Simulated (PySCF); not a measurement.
Geometry:
```
atom   x (Å)   y (Å)   z (Å)
  C1   2.378   0.306   0.502
  O2   1.221   0.759  -0.164
  C3   0.239  -0.235  -0.374
  C4  -0.869   0.337  -1.267
  C5  -2.111   0.216  -0.453
  C6  -1.898  -0.312   0.752
  C7  -0.482  -0.644   0.929
  O8   0.044  -1.140   1.895
  H9   2.152  -0.064   1.505
 H10   3.038   1.167   0.569
 H11   2.869  -0.491  -0.071
 H12   0.706  -1.132  -0.815
 H13  -0.647   1.383  -1.487
 H14  -0.960  -0.192  -2.217
 H15  -3.063   0.538  -0.840
 H16  -2.626  -0.490   1.523
```

[PySCF 2.14.0 with density-fitted response routines: GIAO PBE0/pcSseg-1 shieldings; geometry from GFN2-xTB; fast rotation and ring inversion assumed for equivalent nuclei; one conformer; in vacuum; non-relativistic]

Predict the 2D correlation tables (HSQC, COSY, HMBC).

Answers



HSQC (one-bond C–H):
```csv
δH,δC
7.89 (H15),172.4 (C5)
6.22 (H16),140.1 (C6)
3.88 (H9/H10/H11),58.7 (C1)
3.45 (H12),79.2 (C3)
3.04 (H14),41.8 (C4)
2.64 (H13),41.8 (C4)
```

COSY cross peaks (H two or three bonds apart, from the bond graph; peaks can be absent where the dihedral angle is near 90°):
```csv
δH,δH
7.89 (H15),6.22 (H16)
7.89 (H15),3.04 (H14)
7.89 (H15),2.64 (H13)
3.45 (H12),3.04 (H14)
3.45 (H12),2.64 (H13)
3.04 (H14),2.64 (H13)
```

HMBC (two and three bonds, from the bond graph):
```csv
δH,δC
7.89 (H15),"213.3 (C7), 140.1 (C6), 79.2 (C3), 41.8 (C4)"
6.22 (H16),"213.3 (C7), 172.4 (C5), 79.2 (C3), 41.8 (C4)"
3.88 (H9/H10/H11),79.2 (C3)
3.45 (H12),"213.3 (C7), 172.4 (C5), 140.1 (C6), 58.7 (C1), 41.8 (C4)"
3.04 (H14),"213.3 (C7), 172.4 (C5), 140.1 (C6), 79.2 (C3)"
2.64 (H13),"213.3 (C7), 172.4 (C5), 140.1 (C6), 79.2 (C3)"
```

Shifts are taken against calculated references (same method and geometry level): TMS for ¹H and ¹³C.

Short H···H contacts in this conformer between protons four or more bonds apart (candidates for NOE cross peaks, intensity ∝ r⁻⁶): H11···H12 2.37 Å.

Shifts are as computed. Against solution values, carbons near 30 ppm lie about +3 ppm off and those near 130 ppm about +5 ppm. Of 1211 compounds with measured shifts, 218 miss one by over three times the rms of a fit or turn the order of signals round; such compounds aren't used in these exercises.
